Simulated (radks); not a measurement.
Ru I, configuration [Kr] 4d7 5s1. All-electron calculation, Dirac Kohn-Sham, exchange-only LDA, spin-unpolarised, spherical densities, point nucleus; open shells are shared between the two j in proportion to 2j + 1. Program: a radial shooting solver on a logarithmic mesh with Libxc functionals.

Spin-orbit splittings of the eigenvalues, e(l+1/2) - e(l-1/2), with zeta = 2 splitting/(2l+1) and mean radii in bohr:

shell  occ.  splitting (eV)  zeta (eV)  <r> j=l-1/2  <r> j=l+1/2
2p        6           130.7      87.13       0.1237       0.1285
3p        6           22.18      14.79       0.3962       0.4070
3d       10           4.325      1.730       0.3825       0.3860
4p        6           3.433      2.289        1.107        1.139
4d        7          0.3202     0.1281        1.708        1.739
